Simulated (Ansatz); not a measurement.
Geometry optimisation, RKS PBE-D4/def2-SVP (Ansatz 0.2.0).

Input file:

```yaml
crystal:
  periodic: [false, false, false]
  atoms:
    - { symbol: C, position_ang: [2.5036, -0.5806, 0.2668] }
    - { symbol: C, position_ang: [1.215, -0.0964, 0.1881] }
    - { symbol: O, position_ang: [0.5465, 0.8965, 0.8028] }
    - { symbol: Si, position_ang: [-0.3212, 0.0398, -0.3042] }
    - { symbol: C, position_ang: [-1.7847, -0.7955, 0.5107] }
    - { symbol: "N", position_ang: [-0.7949, 1.2314, -1.4344] }
    - { symbol: H, position_ang: [3.1979, -0.0697, 0.9297] }
    - { symbol: H, position_ang: [2.8316, -1.3502, -0.3599] }
    - { symbol: H, position_ang: [-2.4889, -1.2002, -0.148] }
    - { symbol: H, position_ang: [-1.4512, -1.6051, 1.1988] }
    - { symbol: H, position_ang: [-2.3621, -0.0924, 1.1784] }
    - { symbol: H, position_ang: [0.0824, 1.5213, -1.8768] }
    - { symbol: H, position_ang: [-1.1534, 2.0663, -0.9373] }
basis:
  gaussian: { orbitals: def2-SVP }
hamiltonian:
  xc: pbe
  dispersion: d4
relax:
  f_tol: 0.015
  max_steps: 40
output:
  orbitals: {}
```

Launched with:

```bash
$ ansatz run input.yaml --threads 2 --pin off --max-ram 3072MiB --backend cpu --events-out ev --progress --plain --runs-dir out
```

Where does it end, and by what steps?

It converged. The force dipped under the threshold on the way, but the program's further checks kept it going. After 14 steps the energy has fallen by 1.445 eV; H13 moved furthest, 0.83 Å. The start is strongly strained (largest force component 8 eV/Å).

```json
{"step": "0", "energy less start (eV)": "0.0000", "largest force component (eV/Å)": "8.485", "accepted": "yes"}
{"step": "1", "energy less start (eV)": "-0.9967", "largest force component (eV/Å)": "3.867", "accepted": "yes"}
{"step": "2", "energy less start (eV)": "-1.3023", "largest force component (eV/Å)": "0.687", "accepted": "yes"}
{"step": "3", "energy less start (eV)": "-1.3713", "largest force component (eV/Å)": "0.650", "accepted": "yes"}
{"step": "4", "energy less start (eV)": "-1.3985", "largest force component (eV/Å)": "0.298", "accepted": "yes"}
{"step": "5", "energy less start (eV)": "-1.3638", "largest force component (eV/Å)": "1.971", "accepted": "no"}
{"step": "6", "energy less start (eV)": "-1.4273", "largest force component (eV/Å)": "0.191", "accepted": "yes"}
{"step": "7", "energy less start (eV)": "-1.4399", "largest force component (eV/Å)": "0.092", "accepted": "yes"}
{"step": "8", "energy less start (eV)": "-1.4435", "largest force component (eV/Å)": "0.044", "accepted": "yes"}
{"step": "9", "energy less start (eV)": "-1.4441", "largest force component (eV/Å)": "0.037", "accepted": "yes"}
{"step": "10", "energy less start (eV)": "-1.4443", "largest force component (eV/Å)": "0.021", "accepted": "yes"}
{"step": "11", "energy less start (eV)": "-1.4442", "largest force component (eV/Å)": "0.038", "accepted": "no"}
{"step": "12", "energy less start (eV)": "-1.4444", "largest force component (eV/Å)": "0.007", "accepted": "yes"}
{"step": "13", "energy less start (eV)": "-1.4445", "largest force component (eV/Å)": "0.015", "accepted": "yes"}
{"step": "14", "energy less start (eV)": "-1.4445", "largest force component (eV/Å)": "0.015", "accepted": "yes"}
```

```xyz
13
Properties=species:S:1:pos:R:3
C 2.630 -0.657 0.236
C 1.380 -0.172 0.262
O 0.785 0.747 1.160
Si -0.336 0.242 -0.084
C -1.818 -0.698 0.545
N -0.768 1.317 -1.347
H 3.371 -0.351 0.993
H 2.929 -1.372 -0.543
H -2.290 -1.300 -0.258
H -1.504 -1.375 1.362
H -2.582 -0.001 0.947
H -0.066 1.885 -1.824
H -1.710 1.701 -1.436
```

Whether the end is a true minimum wasn't checked by a vibrational analysis.

The run took 45 s on 2 threads of Arm Neoverse V1, with other jobs on the host, peak memory 0.16 GiB.
